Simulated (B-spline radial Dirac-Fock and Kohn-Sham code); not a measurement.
Level of theory: multi-electron Dirac-Fock with separately optimised hole states, Breit and Lamb-shift corrections added in first order; an atomic code on a B-spline grid. No correlation.

Question: Identify the element and charge state from the binding energies below (tabulated ground configuration; the least bound level is included).

| level | binding energy (eV) |
| --- | --- |
| 1s | 25679.4 |
| 2s | 3980.1 |
| 2p1/2 | 3692.4 |
| 2p3/2 | 3519.5 |
| 3p1/2 | 769.2 |
| 4s | 251.2 |
| 4d | 143.9 |

Answer: Ag⁸⁺: Z = 47 with 39 electrons, [Kr] 4d3. The hydrogen-like estimate √(E/Ry) = 43.4 for the K level lies 3.6 below Z (screening lowers it, relativity raises it); the outermost level, at 143.9 eV, fixes the charge.

Values without a named source are computed, but for edge energies of neutral atoms, which are taken from tables.
